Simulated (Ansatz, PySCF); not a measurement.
C2H5ClOSi2, SMILES Cl[SiH2]C#C[SiH2]O. Atoms are numbered in the order given.

```xyz
11

O     -3.3462    -0.0466     1.2854
Si    -2.7949    -0.6712    -0.1544
C     -0.9534    -0.5854    -0.2484
C      0.2681    -0.5050    -0.3024
Si     2.0921    -0.3982    -0.3834
Cl     2.6549     1.5709    -0.7326
H     -3.0812     0.8531     1.5113
H     -3.3235     0.0680    -1.3345
H     -3.2190    -2.0895    -0.1826
H      2.6761    -0.8311     0.9096
H      2.5889    -1.2378    -1.5009
```
Charge 0, spin multiplicity 1.

Geometry: B3LYP-D3(BJ)/def2-SVP. The structure was generated by enumeration, and PubChem lists no compound with its InChIKey, so it may never have been made. The values are those of a single conformer.

Two levels are set side by side: PBE-D3(BJ)/def2-SVP (Ansatz, an electronic-structure program) and B3LYP-D3(BJ)/def2-SVP (Ansatz). Each level has its own optimised geometry; the coordinates shown are those of the second. Frequencies come from the Hessian of PySCF at each geometry. Differences are taken from unrounded values.

| quantity | B3LYP-D3(BJ) |
|---|---|
| mean bond length (Å) | 1.554 |
| bond O1–Si2 (Å) | 1.663 |
| bond Si2–C3 (Å) | 1.846 |
| bond C3–C4 (Å) | 1.225 |
| bond C4–Si5 (Å) | 1.829 |
| bond Si5–Cl6 (Å) | 2.077 |
| bond O1–H7 (Å) | 0.965 |
| bond Si2–H8 (Å) | 1.489 |
| bond Si2–H9 (Å) | 1.481 |
| bond Si5–H10 (Å) | 1.483 |
| bond Si5–H11 (Å) | 1.483 |
| highest harmonic wavenumber (cm⁻¹) | 3872 |
| mean harmonic wavenumber (cm⁻¹) | 987 |
| zero-point energy (kcal/mol) | 38.09 |

Q: What does PBE-D3(BJ) give, and how far is it from B3LYP-D3(BJ)? (Estimate from the structure and the level; the computed values follow.)

A: 
| quantity | PBE-D3(BJ) | PBE-D3(BJ) minus B3LYP-D3(BJ) |
|---|---|---|
| mean bond length (Å) | 1.564 | 0.010 |
| bond O1–Si2 (Å) | 1.677 | 0.013 |
| bond Si2–C3 (Å) | 1.848 | 0.002 |
| bond C3–C4 (Å) | 1.238 | 0.013 |
| bond C4–Si5 (Å) | 1.832 | 0.003 |
| bond Si5–Cl6 (Å) | 2.081 | 0.004 |
| bond O1–H7 (Å) | 0.973 | 0.009 |
| bond Si2–H8 (Å) | 1.504 | 0.015 |
| bond Si2–H9 (Å) | 1.494 | 0.014 |
| bond Si5–H10 (Å) | 1.498 | 0.014 |
| bond Si5–H11 (Å) | 1.498 | 0.014 |
| highest harmonic wavenumber (cm⁻¹) | 3763 | -109 |
| mean harmonic wavenumber (cm⁻¹) | 955 | -32 |
| zero-point energy (kcal/mol) | 36.86 | -1.23 |

GGA bonds tend to be longer and softer than those of functionals with exact exchange. Differences between two approximate levels are no errors against the true value.
